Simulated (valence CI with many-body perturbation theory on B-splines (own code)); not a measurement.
## Valence orbitals of Se XXI

Computed by relativistic CI+MBPT: four valence electrons over a frozen Dirac-Fock core [Ne], radial functions for each j: 11 s, 11 p, 10 d, 8 f, 5 g, 2 h, with the one-electron correlation potential Σ1 (screened to all orders), the two-electron term Σ2, the three-electron term Σ3, Breit, model QED; selected single and double excitations, second order for the rest, scaled by the run's own slope (own B-spline code, finite nucleus).

No measured spectrum was set against this ion. As an estimate, levels of excited configurations hold to 0.05 to 0.15 % of their energy, terms of the ground configuration to about 0.5 %. Among the levels kept, up to 790 cm⁻¹ of a level comes from second order outside the variational space, and about a tenth of that is noise between levels of different J, which matters for small intervals.

These are the spectroscopic orbitals of the CI (the correlating ones are not listed), shaped by the core and the other valence electrons. h is the expectation value of the core's Dirac-Fock operator, without the valence repulsion; Σ1 is computed up to l = 3 at one energy for each symmetry, that of its lowest orbital but kept below the first core excitation, so for empty shells it is not the orbital's own correlation shift; Breit and QED include the response of the core.

| Orbital | h (hartree) | Σ1 (cm⁻¹) | Breit (cm⁻¹) | QED (cm⁻¹) | ⟨r⟩ (bohr) |
| --- | --- | --- | --- | --- | --- |
| 3s1/2 | -38.036 | -5654 | 2616 | 1805 | 0.4915 |
| 4s1/2 | -20.35 | -1781 | 973 | 686 | 0.9340 |
| 5s1/2 | -12.647 | -785 | 452 | 323 | 1.526 |
| 6s1/2 | -8.619 | -421 | 249 | 178 | 2.258 |
| 7s1/2 | -6.2494 | -253 | 152 | 109 | 3.133 |
| 8s1/2 | -4.7381 | -164 | 99 | 71.4 | 4.150 |
| 3p1/2 | -36.115 | -6826 | 4228 | -120 | 0.4780 |
| 4p1/2 | -19.553 | -2136 | 1583 | -43.5 | 0.9376 |
| 5p1/2 | -12.251 | -963 | 759 | -20.6 | 1.542 |
| 6p1/2 | -8.3942 | -522 | 424 | -11.5 | 2.288 |
| 7p1/2 | -6.1096 | -316 | 260 | -7.0 | 3.176 |
| 8p1/2 | -4.6454 | -206 | 172 | -4.6 | 4.206 |
| 3p3/2 | -35.747 | -6597 | 2630 | 40.5 | 0.4837 |
| 4p3/2 | -19.407 | -2085 | 969 | 16.5 | 0.9452 |
| 5p3/2 | -12.178 | -944 | 472 | 8.2 | 1.552 |
| 6p3/2 | -8.353 | -513 | 263 | 4.6 | 2.299 |
| 7p3/2 | -6.084 | -311 | 161 | 2.9 | 3.190 |
| 8p3/2 | -4.6284 | -203 | 106 | 1.9 | 4.222 |
| 3d3/2 | -33.179 | -7753 | 1686 | -80.2 | 0.4325 |
| 4d3/2 | -18.428 | -2093 | 604 | -28.1 | 0.9176 |
| 5d3/2 | -11.702 | -923 | 289 | -13.4 | 1.542 |
| 6d3/2 | -8.0844 | -497 | 161 | -7.5 | 2.308 |
| 7d3/2 | -5.9176 | -300 | 99 | -4.6 | 3.216 |
| 3d5/2 | -33.109 | -7573 | 723 | -36.8 | 0.4340 |
| 4d5/2 | -18.397 | -2041 | 258 | -11.2 | 0.9195 |
| 5d5/2 | -11.686 | -900 | 124 | -5.0 | 1.544 |
| 6d5/2 | -8.0752 | -485 | 69.4 | -2.7 | 2.310 |
| 7d5/2 | -5.9118 | -293 | 42.8 | -1.6 | 3.219 |
| 4f5/2 | -17.902 | -1412 | 34.4 | -5.9 | 0.8247 |
| 5f5/2 | -11.437 | -712 | 24.3 | -3.4 | 1.462 |
| 6f5/2 | -7.933 | -407 | 15.8 | -2.1 | 2.241 |
| 7f5/2 | -5.8231 | -254 | 10.6 | -1.3 | 3.162 |
| 4f7/2 | -17.891 | -1400 | 3.0 | 0.5 | 0.8255 |
| 5f7/2 | -11.431 | -704 | 2.2 | -0.1 | 1.463 |
| 6f7/2 | -7.9295 | -403 | 1.4 | -0.2 | 2.242 |
| 7f7/2 | -5.8209 | -252 | 0.9 | -0.2 | 3.163 |
| 5g7/2 | -11.364 |  | 0.5 | -1.0 | 1.301 |
| 6g7/2 | -7.8929 |  | 0.5 | -0.6 | 2.083 |
| 7g7/2 | -5.7984 |  | 0.4 | -0.4 | 3.009 |
| 5g9/2 | -11.36 |  | -0.1 | 0.7 | 1.302 |
| 6g9/2 | -7.8909 |  | -0.1 | 0.4 | 2.084 |
| 7g9/2 | -5.7971 |  | 0.0 | 0.3 | 3.010 |
| 6h9/2 | -7.8789 |  |  |  | 1.855 |
| 6h11/2 | -7.8777 |  |  |  | 1.856 |

Among the shells of the start configuration 3s2 3p2, Σ1 is largest in size for 3p1/2, where it is 0.086 % of h.

Lowest root of each symmetry, sizes in configuration state functions:

| J | Parity | Roots | Reference | Variational | Second order | Change by selected CI (cm⁻¹) | Change by second order (cm⁻¹) |
| --- | --- | --- | --- | --- | --- | --- | --- |
| 0 | even | 12 | 58 | 25511 | 124698 | -7058 | -1 |
| 1 | even | 17 | 116 | 31988 | 359008 | -6535 | -76 |
| 2 | even | 24 | 151 | 31968 | 523493 | -7093 | -127 |
| 3 | even | 15 | 111 | 31971 | 541625 | -5714 | -110 |
| 4 | even | 10 | 72 | 31966 | 549180 | -5619 | -87 |
| 5 | even | 3 | 26 | 32196 | 304846 | -5952 | -40 |
| 0 | odd | 9 | 56 | 25064 | 99652 | -7684 | -2 |
| 1 | odd | 22 | 147 | 31994 | 273347 | -6409 | -86 |
| 2 | odd | 28 | 178 | 31994 | 425607 | -3509 | -111 |
| 3 | odd | 23 | 153 | 31946 | 419250 | -5855 | -284 |
| 4 | odd | 15 | 100 | 31941 | 487462 | -7897 | -296 |
| 5 | odd | 6 | 48 | 32105 | 404814 | -10054 | -164 |
| 6 | odd | 2 | 16 | 29413 | 221601 | -7740 | -17 |
